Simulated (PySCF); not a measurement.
Computed properties of C2H4BCl, SMILES C=CBCl

C2H4BCl, SMILES C=CBCl. The structure is a stationary point at B3LYP-D3(BJ)/def2-SVP. Other conformers were not sampled. All values are computed for the isolated molecule unless a solvent is named; none is compared with measurement here.

**Structure.** The optimised structure has Cs symmetry. All 18 harmonic modes at B3LYP-D3(BJ)/def2-SVP (PySCF) are real, so it is a minimum. With heavy atoms numbered as in [BH:1]([Cl:3])[CH:4]=[CH2:5], the shortest bond between them is C4–C5 at 1.347 Å and the longest B1–Cl3 at 1.762 Å.

**Vibrations.** The strongest infrared lines (harmonic, unscaled, degenerate partners summed) lie at 1134 cm⁻¹ (198 km/mol, H 52 %, B 43 %), 2633 cm⁻¹ (106 km/mol, H 91 %, B 9 %), 1665 cm⁻¹ (79 km/mol, C 83 %, H 16 %). The softest mode is at 110 cm⁻¹ and the zero-point energy is 35.3 kcal/mol.

**Electronic structure.** CAM-B3LYP/def2-TZVPD (PySCF) places the frontier levels at -9.78 and -1.03 eV, a gap of 8.75 eV, and gives a dipole moment of 2.05 D and a mean polarisability of 56.6 bohr³.

**Excitations.** TDA-CAM-B3LYP/def2-SVPD (PySCF) has S1 at 5.05 eV (246 nm, f = 0.001, dark); the most intense of the 10 singlets computed lies at 6.30 eV (f = 0.59). T1 (TDA) is at 3.64 eV, 1.41 eV under S1. No vertical singlet excitation falls in the visible range (under 3.1 eV).

**NMR.** GIAO shifts at KT2/pcSseg-1 (PySCF) (non-relativistic, atoms alike by connectivity averaged): ¹³C from 143.8 to 151.9 ppm against TMS; ¹H from 6.6 to 6.9 ppm against TMS; ¹¹B at 48.4 ppm against BF3. Without spin–orbit terms, shifts of atoms bonded to Cl or Br come out too high.
